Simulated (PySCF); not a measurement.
Harmonic spectrum computed at PBE0 in the def2-SVP basis family (core potentials from Rb on, PySCF, no spin–orbit coupling):

```tsv
symmetry	ω (cm⁻¹)	IR (km/mol)
b2	73	0.4
b1	88	9.2
a1	100	2.4
a1	362	1.7
a1	417	42.4
b2	424	126
```

Question: Which molecule gave it? In each, all ligands are bound to the one heavy central atom.
A. NbCl₃ (triplet)
B. TcCl₃ (quintet)
C. MoCl₃ (quartet)
D. TiCl₃ (doublet)

Answer: B. It has C2v symmetry with Tc–Cl 2.230 Å, Tc–Cl 2.276 Å (×2).
